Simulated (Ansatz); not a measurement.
Reaction (substitution at a C–Si bond): `BN[SiH2]CO` + `O[SiH3]` → `OCO[SiH3]` + `BN[SiH3]`

Gas-phase electronic energies from Ansatz, PBE0-D4/def2-TZVP geometries. CCSD(T)/CBS adds triple-zeta CCSD(T) − MP2 to the extrapolated MP2 energy (def2 sets, frozen cores). DFT in def2-TZVPP. B3LYP here is the variant with VWN-RPA as its local correlation; programs differ in this. One conformer a species, not always the lowest.

```json
{"level": "B3LYP-D4", "ΔE (kJ/mol)": "33.2"}
{"level": "B2PLYP", "ΔE (kJ/mol)": "32.9"}
{"level": "PBE", "ΔE (kJ/mol)": "36.1"}
{"level": "B3LYP", "ΔE (kJ/mol)": "30.8"}
```

(1) What does CCSD(T)/CBS give? (Best estimate.)

Largest T1 diagnostic among the species: 0.012.

## Answers

(1) The calculation gave: +38.8 kJ/mol. The listed levels differ from it by -5.6, -5.9, -2.7, -8.0 kJ/mol.

In def2-TZVPP, CCSD(T) changes the Hartree–Fock value by +16.0 kJ/mol (the triples alone add +1.1 kJ/mol) and MP2 by +20.6 kJ/mol.
